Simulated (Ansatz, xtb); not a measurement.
# Two isomers of C2H9OSbSi

Structure a is `[CH3][Sb]([CH3])[SiH2]O`, a singlet and structure b is `C[SiH2][O][SbH][CH3]`, a singlet. Both are isolated molecules in the gas phase, relaxed with PBE0-D4/def2-SVP; each stands in its lowest conformer found.

Q: Estimate E(b) − E(a) at the level CCSD(T)/def2-SVP + ΔMP2/def2-TZVPP.

A: Calculated at CCSD(T)/def2-SVP + ΔMP2/def2-TZVPP: E(b) − E(a) = −4.3 kcal/mol, so structure b lies lower.

How the difference moves with the method:

```tsv
level	geometry	E(b) − E(a) (kcal/mol)	departure from the last row (kcal/mol)	job, with rough time for the two
GFN2-xTB	GFN2-xTB	−15.3	−11.0	optimisation, 0.28 s
HF/STO-3G	GFN2-xTB	+2.3	+6.7	single point, 1.1 s
r2SCAN-D4/def2-SVP	GFN2-xTB	−5.3	−0.9	single point, 3.9 s
PBE0-D4/def2-SVP	PBE0-D4/def2-SVP	−2.3	+2.0	optimisation, 2.5 min
HF/def2-SVP	PBE0-D4/def2-SVP	−9.1	−4.8	part of the CCSD(T) run
MP2/def2-SVP	PBE0-D4/def2-SVP	−6.7	−2.4	part of the CCSD(T) run
CCSD(T)/def2-SVP	PBE0-D4/def2-SVP	−7.0	−2.6	single point
CCSD(T)/def2-SVP + ΔMP2/def2-TZVPP	PBE0-D4/def2-SVP	−4.3		single point, 70 s
```

As drawn, b has 1 C–Si, 1 O–Sb, 1 Sb–H in place of 1 C–Sb, 1 Sb–Si, 1 O–H.

HF/STO-3G puts the two in the other order. The largest departure from CCSD(T)/def2-SVP + ΔMP2/def2-TZVPP is that of GFN2-xTB, 11.0 kcal/mol. The last row adds to CCSD(T) the change of the MP2 difference between the two basis sets, here +2.6 kcal/mol.

With thermal terms from frequencies at re-optimised GFN2-xTB minima (ideal gas, soft modes damped towards free rotors, one conformer each, 298.15 K, 1 atm): on the last row, ΔE + ΔZPE = −6.3, ΔH = −6.6, ΔG = −6.3 kcal/mol.

The correlated steps freeze 12 core orbitals; the filled d shell of Sb is correlated, in a basis made for valence electrons. Atoms past krypton carry core potentials in the def2 sets, other sets are all-electron and non-relativistic, and no spin–orbit term is included. Programs: Ansatz 0.2.0, xtb 6.7.1; the last row on 2 threads of Intel(R) Xeon(R) Platinum 8488C (Sapphire Rapids) on a shared host.
